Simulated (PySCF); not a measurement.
Species: Sb(SMe)3, C3H9S3Sb.
Bonds: Sb1–S2, Sb1–S7, Sb1–S12, S2–C3, S7–C8, S12–C13. Hydrogens: H4, H5, H6 on C3; H9, H10, H11 on C8; H14, H15, H16 on C13.

Level of theory: PySCF, PBE0-D3(BJ)/def2-SVP geometry optimisation, gas phase, def2 core potentials past Kr.

**Question.** How far are the bound atoms from Sb1?

**Answer.** 3 atoms: S12 2.451 Å, S7 2.452 Å, S2 2.456 Å. The nearest atom not counted as bound is H6, at 3.22 Å.

**Question.** List the angles at Sb1.

**Answer.** 
```json
{"angle": "S7–Sb1–S12", "degrees": "100.2", "distance of the outer atoms (Å)": "3.76"}
{"angle": "S2–Sb1–S12", "degrees": "97.0", "distance of the outer atoms (Å)": "3.68"}
{"angle": "S2–Sb1–S7", "degrees": "94.2", "distance of the outer atoms (Å)": "3.59"}
```

**Question.** What is the shape at Sb1?

**Answer.** Pyramidal: angles 100.2°, 97.0° and 94.2°, sum 291.5°, 1.23 Å off the plane of its three neighbours.

**Question.** What are the other bond lengths?

**Answer.** S2–C3, S7–C8, S12–C13 1.817 Å; C3–H4 and 8 like bonds 1.099 Å.

**Question.** Give some angles away from the centre.

**Answer.** Sb1–S2–C3 97.6°, Sb1–S7–C8 106.5°, Sb1–S12–C13 101.6°.

**Question.** What are the rotational constants (commonest isotopes, rigid rotor)?

**Answer.** A = 961.8, B = 820.6, C = 705.1 MHz: an asymmetric top.

Point group: C1 (no symmetry element, even within 0.4 Å). Charge 0, singlet. PBE0-D3(BJ)/def2-SVP frequencies: not computed here.

One conformer stands for the species.
